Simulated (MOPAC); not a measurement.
MOPAC input (AM1):

```
AM1 PRECISE GNORM=0.05 LET XYZ CHARGE=-1 GEO-OK AUX(PRECISION=9) THREADS=1
CH4BS2

C    -1.59705400 1   -0.96444600 1    0.27041500 1
B    -0.32567700 1   -0.02642900 1    0.02668100 1
S    -0.32686600 1    1.68616500 1   -0.25957100 1
S     1.32942000 1   -0.95249700 1    0.06837700 1
H    -1.65939200 1   -1.75763400 1   -0.48525700 1
H    -2.52267800 1   -0.38657300 1    0.23707100 1
H    -1.54122700 1   -1.46860900 1    1.24344000 1
H     0.89313600 1   -2.20705000 1    0.30795200 1
```

From the output:

```
                                                       MOPAC v23.2.5 Linux

          FINAL HEAT OF FORMATION =        -67.06277 KCAL/MOL =    -280.59062 KJ/MOL

          COSMO AREA              =        122.33 SQUARE ANGSTROMS
          COSMO VOLUME            =        111.95 CUBIC ANGSTROMS

          GRADIENT NORM           =          0.03296          =       0.01165 PER ATOM
          IONIZATION POTENTIAL    =          3.079704 EV
          HOMO LUMO ENERGIES (EV) =         -3.080  5.687
          NO. OF FILLED LEVELS    =         12
          MOLECULAR WEIGHT        =         90.9726         POINT GROUP:  Cs

          MOLECULAR DIMENSIONS (Angstroms)

            Atom       Atom       Distance
            H     8    S     3     3.95078
            H     6    S     4     3.41368
            H     7    H     5     1.81899

          SCF CALCULATIONS        =         22

   ATOM   CHEMICAL          X               Y               Z
  NUMBER   SYMBOL      (ANGSTROMS)     (ANGSTROMS)     (ANGSTROMS)

     1       C         -1.56475879  *  -0.95460378  *   0.26657837  *
     2       B         -0.33856853  *  -0.04185297  *   0.03010724  *
     3       S         -0.29051895  *   1.59320558  *  -0.24650949  *
     4       S          1.24978317  *  -0.88890701  *   0.06319438  *
     5       H         -1.59500372  *  -1.73229367  *  -0.52555354  *
     6       H         -2.48570700  *  -0.33703001  *   0.22625433  *
     7       H         -1.47264740  *  -1.43303733  *   1.26447538  *
     8       H          0.89808147  *  -2.13532713  *   0.29561715  *

                             CARTESIAN COORDINATES

   1    C       -1.564758794    -0.954603784     0.266578372
   2    B       -0.338568535    -0.041852973     0.030107235
   3    S       -0.290518946     1.593205578    -0.246509488
   4    S        1.249783174    -0.888907013     0.063194375
   5    H       -1.595003721    -1.732293666    -0.525553544
   6    H       -2.485707003    -0.337030009     0.226254326
   7    H       -1.472647401    -1.433037335     1.264475381
   8    H        0.898081473    -2.135327131     0.295617145

           Empirical Formula: C H4 B S2  =     8 atoms

      MOLECULAR POINT GROUP   :   Cs

                  EIGENVALUES
 -26.12863 -17.04101 -14.02155 -10.34794  -9.84380  -9.31375  -9.06735  -6.37742
  -5.94153  -5.67563  -3.75542  -3.07970   5.68750   6.50119   6.54979   7.90228
   8.70778   8.75616   9.07483  10.06190

              NET ATOMIC CHARGES AND DIPOLE CONTRIBUTIONS

  ATOM NO.   TYPE          CHARGE      No. of ELECS.   s-Pop       p-Pop
    1          C          -0.283957        4.2840     1.23892     3.04504
    2          B           0.002234        2.9978     1.17313     1.82464
    3          S          -0.621835        6.6218     1.90784     4.71400
    4          S          -0.241532        6.2415     1.87966     4.36188
    5          H           0.049397        0.9506     0.95060
    6          H           0.069852        0.9301     0.93015
    7          H           0.049406        0.9506     0.95059
    8          H          -0.023565        1.0236     1.02356
 DIPOLE           X         Y         Z       TOTAL
 POINT-CHG.     0.075    -2.785     0.461     2.824
 HYBRID        -1.174    -2.130     0.436     2.471
 SUM           -1.099    -4.915     0.897     5.116

          ATOMIC ORBITAL ELECTRON POPULATIONS

     Atom    s        px        py        pz
    1  C   1.23892   1.05996   1.01320   0.97188
    2  B   1.17313   0.66626   0.74667   0.41171
    3  S   1.90784   1.89578   1.12712   1.69109
    4  S   1.87966   1.40468   1.06731   1.88989
    5  H   0.95060
    6  H   0.93015
    7  H   0.95059
    8  H   1.02356

 **********************
 *                    *
 * JOB ENDED NORMALLY *
 *                    *
 **********************

 == MOPAC DONE ==
```

The dipole moment of an ion depends on the origin.

The geometry given is a B3LYP-D3(BJ)/def2-TZVP minimum.
